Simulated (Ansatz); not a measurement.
Seven cases of atomisation energy with Al to Br (electronic energies, kcal/mol); geometries: B3LYP-D3(BJ)/def2-TZVP. The cases were drawn at random from those of this class that have a high level and all functionals, leaving out states under which another spin lies or may lie. Left out are anions, K, Ca, elements past Kr, ionisation of Li, Na and Mg, pi-pi* triplets of linear molecules and other triplets made from a closed-shell parent. Runs that doubt their state, and full CI more than 15 mEh from coupled cluster, are set aside; a case stays where another high level and all functionals remain. AFQMC serves as high level only in triple zeta or larger, with a steady walk, a bar under 0.8 kcal/mol and agreement with other high levels or trials where they ran; where none ran, an unstable determinant or (outside 3d species) a high T1 diagnostic also bars it, so strongly correlated cases are thinned. No case was kept or dropped by the size of a functional's miss. High levels with a bar over 0.5 kcal/mol are left out too, and the seventh case lies inside the range of the six. Affinities count positive where energy is released, gaps as the second state minus the first. B3LYP is by Ansatz (a program for electronic structure) in def2-TZVPD. High levels (Ansatz): P = CCSD(T)/CBS(cc-pV(Q+d)Z,cc-pV(5+d)Z) + [CCSDT(Q) - CCSD(T)]/cc-pV(T+d)Z + [CCSDTQ - CCSDT(Q)]/cc-pV(D+d)Z + core + X2C; Q = CCSD(T)/CBS(cc-pV(T+d)Z,cc-pV(Q+d)Z) + [CCSDT(Q) - CCSD(T)]/cc-pV(D+d)Z + core + X2C; R = CCSD(T)/CBS(cc-pVQZ,cc-pV5Z) + [CCSDT(Q) - CCSD(T)]/cc-pVTZ; S = CCSD(T)/CBS(def2-TZVPP,def2-QZVPP) + [CCSDT(Q) - CCSD(T)]/def2-TZVPP + [CCSDTQ - CCSDT(Q)]/def2-SVP. UHF or UKS for unpaired electrons; spin-orbit terms are left out. Correlated methods leave the cores frozen (noble-gas shells, and filled d and f shells in the p block). Rows without X2C or -DK are non-relativistic. CBS(X,Y): correlation extrapolated as X^-3, Hartree-Fock from the larger set (Q,5: extrapolated as (X+1)exp(-9√X)). A bracket is a step between two methods taken in the basis named. The functionals are non-relativistic, so their misses hold any scalar relativity. 'core' is core correlation in cc-pwCVTZ (1s frozen past Ne), 'X2C' scalar relativity in cc-pVTZ-DK, both at CCSD(T). Where a partner has so few electrons that a lower coupled-cluster level is exact, that level stands in. Spin-orbit terms, left out, reach several kcal/mol for Br and I, and more for heavier atoms. The restricted determinant of CH4Si (C=[SiH2], singlet) is unstable towards broken spin symmetry in at least one set run. The UHF reference of C2H5Si ([CH2][Si]C, doublet) is spin-contaminated (<S^2> up to 0.37 over the pure value in the sets run).

```
case                                                        B3LYP  level  high level
----------------------------------------------------------  -----  -----  ----------
H4Si2O2 (SMILES [SiH2]1O[SiH2]O1)                           707.9      Q       726.8
MgF2 (SMILES [F][Mg][F])                                    238.8      S       250.0
BBr2 (SMILES Br[B]Br, doublet)                              170.4      R       172.4
C2H5Si (SMILES [CH2][Si]C, doublet)                         666.5      Q       672.2
Si2H4F2 (fluoro(fluorosilyl)silane, SMILES F[SiH2][SiH2]F)  634.1      Q       646.8
AlH3S (SMILES [SH][AlH2])                                   307.3      P       312.7
CH4Si (methylidenesilane, SMILES [SiH2]=C)                  458.4      P    withheld
```

Q: Fit a straight line from B3LYP to the high level over the first six rows by least squares, predict the seventh, and compare with the calculation.

A: Means: B3LYP 454.17, high level 463.48. Sxx = 290318, Sxy = 294836, slope 1.0156, intercept +2.23 kcal/mol; residual standard deviation 5.4 kcal/mol. Seventh row: 1.0156·(458.4) +2.23 = 467.8 kcal/mol. The calculation gave 461.5 kcal/mol: the line differs from it by +6.3, B3LYP itself by -3.1.
